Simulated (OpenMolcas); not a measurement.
**Ir⁵⁺: effect of the IPEA shift**

```
Program             : OpenMolcas
Basis               : ANO-RCC-VTZP [8s7p5d3f1g]
Scalar Hamiltonian  : DKH2, point nucleus
Active space        : 4 electrons in 10 orbitals (5d 6d)
State averaging     : 2S+1 = 5 even, 5 roots; 2S+1 = 3 even, 45 roots; 2S+1 = 1 even, 50 roots
Spin-orbit coupling : state interaction with AMFI integrals over the reference wave functions, term energies averaged over their components
```

Methods on the same reference wave functions:
A. CASSCF
B. MS-CASPT2, IPEA 0 Eh, imaginary shift 0.1 Eh (closed shells correlated: 5s 5p)
C. MS-CASPT2, IPEA 0.25 Eh, imaginary shift 0.1 Eh (closed shells correlated: 5s 5p)

Energies in cm⁻¹ above 5d⁴ ⁵D₀.

```json
{"Level": "5d⁴ ⁵D₀ [58 %]", "A": "0.0", "B": "0.0", "C": "0.0"}
{"Level": "5d⁴ ⁵D₁", "A": "5272", "B": "6140", "C": "6040"}
{"Level": "5d⁴ ⁵D₂", "A": "9962", "B": "11090", "C": "10950"}
{"Level": "5d⁴ ⁵D₃", "A": "13714", "B": "14660", "C": "14550"}
{"Level": "5d⁴ ⁵D₄ [58 %]", "A": "16283", "B": "16620", "C": "16600"}
{"Level": "5d⁴ ³H₄ [54 %]", "A": "25511", "B": "25060", "C": "25110"}
{"Level": "5d⁴ ³G₃ [62 %]", "A": "30620", "B": "29010", "C": "29180"}
{"Level": "5d⁴ ³H₅", "A": "31883", "B": "31100", "C": "31260"}
{"Level": "5d⁴ ³F₂(1) [62 %]", "A": "31998", "B": "29570", "C": "29830"}
{"Level": "5d⁴ ³P₁(1) [72 %]", "A": "32743", "B": "30380", "C": "30720"}
{"Level": "5d⁴ ³H₆ [71 %]", "A": "34656", "B": "33960", "C": "34070"}
{"Level": "5d⁴ ³G₄ [57 %]", "A": "37995", "B": "36590", "C": "36790"}
{"Level": "5d⁴ ³G₅", "A": "47112", "B": "45760", "C": "45950"}
{"Level": "5d⁴ ¹I₆ [71 %]", "A": "49305", "B": "48330", "C": "48400"}
{"Level": "5d⁴ ³D₁", "A": "49840", "B": "46790", "C": "47090"}
{"Level": "5d⁴ ¹S₀(1) [72 %]", "A": "57161", "B": "53550", "C": "53960"}
{"Level": "5d⁴ ¹F₃ [60 %]", "A": "60651", "B": "56250", "C": "56540"}
{"Level": "5d⁴ ³P₂(2) [55 %]", "A": "64783", "B": "59710", "C": "59910"}
{"Level": "5d⁴ ³F₃(2)", "A": "71795", "B": "67040", "C": "67300"}
{"Level": "5d⁴ ³P₁(2)", "A": "72988", "B": "67140", "C": "67570"}
{"Level": "5d⁴ ³P₀(2)", "A": "76643", "B": "70620", "C": "71200"}
{"Level": "5d⁴ ¹G₄(2) [73 %]", "A": "76876", "B": "71600", "C": "71860"}
{"Level": "5d⁴ ¹D₂(2)", "A": "94581", "B": "86740", "C": "86900"}
{"Level": "5d⁴ ¹S₀(2)", "A": "118213", "B": "108360", "C": "108660"}
```

Between B and C the level of the table that moves most is 5d⁴ ³P₀(2), by 580 cm-1 (lowest in B, highest in C). Moves below CASPT2's spread within the term are not significant.

From A to B the spin-free energies of the other terms of 5d⁴ shown, above ⁵D, scale by factors of 0.80 to 0.91, as is usual when dynamic correlation screens the repulsion within a d or f shell.

The lowest spin-free term lies below A's lowest term by 0.262 hartree in B, 0.256 hartree in C.

CASPT2 breaks the degeneracy within a term, and the mean is taken; among the terms shown or strongly mixed into the levels shown the widest spread is 880 cm-1 (5d⁴ ¹I, C). Active for correlation alone: 6d; no level in the range computed is led by a configuration that fills it, so any true level of that kind is missing. Without dynamic correlation excited terms often stand tens of per cent too high (terms of higher spin than the ground term too low), and those without a measured partner can miss by more than the paired ones (holds for A). The CASPT2 spread within a term exceeds the gap to the next term for 5d⁴ ³D and 5d⁴ ¹I, so the order of their levels is uncertain (holds for C). Levels of configurations outside the active space are missing. Levels that lie high or do not pair safely by name in every column are left out.

A share in square brackets marks a mixed level and gives the weight of the term that names it, the lowest over the columns. A number in round brackets counts repeated terms of one configuration in the order of the reference energies.
